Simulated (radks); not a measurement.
Question: Valence configurations of Cd II (all share [Kr]). All-electron calculation, scalar-relativistic Kohn-Sham, r2SCAN, spin-polarised, spherical densities, finite nucleus; open shells are filled with parallel spins first (spin-orbit coupling, left out, can overturn this in heavy ions); meta-GGA in the generalised Kohn-Sham scheme; Fermi nuclear charge, rms radius 4.6087 fm. Program: a radial shooting solver on a logarithmic mesh with Libxc functionals. Order these by energy: 4d10 5p1; 4d8.5 5s1 5p1.5; 4d9 5s1 5p1; 4d9.5 5s1.5; 4d9.5 5p1.5; 4d9.5 5s1 5p0.5; 4d8 5s1 5p2; 4d10 5s1; 4d9 5s2; 4d10 5s0.5 5p0.5.

Answer: From the lowest, in eV above it: 4d10 5s1 0.000; 4d10 5s0.5 5p0.5 3.026; 4d9.5 5s1.5 4.553; 4d10 5p1 5.979; 4d9.5 5s1 5p0.5 6.915; 4d9 5s2 9.372; 4d9.5 5p1.5 13.288; 4d9 5s1 5p1 14.448; 4d8.5 5s1 5p1.5 22.648; 4d8 5s1 5p2 31.529. NIST lists [Kr] 4d10 5s1 as the ground configuration; this level of theory agrees among the configurations tried. The energies are those of spherical high-spin densities, not of single terms.
